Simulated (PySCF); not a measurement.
Ga(Me)(OH)2 (CH₅GaO₂), SMILES [CH3][Ga]([OH])[OH]. Atoms are numbered in the order given.

```xyz
9

Ga     0.0025     0.0008     0.0018
C     -1.3708    -1.3965    -0.0568
H     -0.9732    -2.3050    -0.5346
H     -2.2324    -1.0368    -0.6371
H     -1.7050    -1.6590     0.9584
O     -0.2144     1.5268    -0.9069
H      0.5281     2.1367    -0.8045
O      1.5636    -0.0219     0.8942
H      1.7355    -0.8223     1.4053
```

Geometry: B3LYP-D3(BJ)/def2-SVP. The structure was generated by enumeration; whether it is a known compound was not checked. Other conformers were not sampled.

These are B3LYP-D3(BJ)/def2-SVP (PySCF) values and carry that method's errors.

Frequencies are harmonic and unscaled.

A small imaginary wavenumber (i) marks a very flat motion, where grid noise or a shallow saddle decides the sign.

```
mode  ν (cm⁻¹)  IR (km/mol)  Raman (Å⁴/amu)  depolarisation  moving atoms (share of kinetic energy)
----  --------  -----------  --------------  --------------  --------------------------------------
1          29i          0.0             0.1            0.75                                  H 96 %
2          152          3.8             1.7            0.69         C 31 %, O 29 %, H 25 %, Ga 16 %
3          171         11.3             0.0               –         Ga 39 %, O 34 %, H 15 %, C 12 %
4          197         23.5             1.6            0.72                 O 69 %, H 15 %, Ga 14 %
5          320        121.0             0.9            0.75                                  H 92 %
6          398        102.4             0.7            0.75                          H 90 %, O 10 %
7          562          2.2            22.2            0.13                  C 63 %, H 17 %, O 13 %
8          691         76.3             5.8            0.17                         O 74 %, Ga 20 %
9          709         91.6             4.4            0.44                         O 76 %, Ga 20 %
10         726         24.4             0.1            0.68                          H 81 %, C 17 %
11         728         57.9             1.0            0.50                          H 86 %, C 11 %
12         795         63.8             1.1            0.75                                  H 85 %
13         825        124.3             2.9            0.74                           H 88 %, O 8 %
14        1223          4.4             3.5            0.05                          H 81 %, C 19 %
15        1430          1.3            10.5            0.75                                  H 96 %
16        1436          2.7             8.5            0.75                                  H 95 %
17        3042          3.6           130.5            0.00                                  H 97 %
18        3135          3.7            83.5            0.75                           H 91 %, C 9 %
19        3152          2.3            87.3            0.74                          H 90 %, C 10 %
20        3842         54.8           133.7            0.27                                  H 94 %
21        3856         46.0           112.3            0.26                                  H 94 %
```
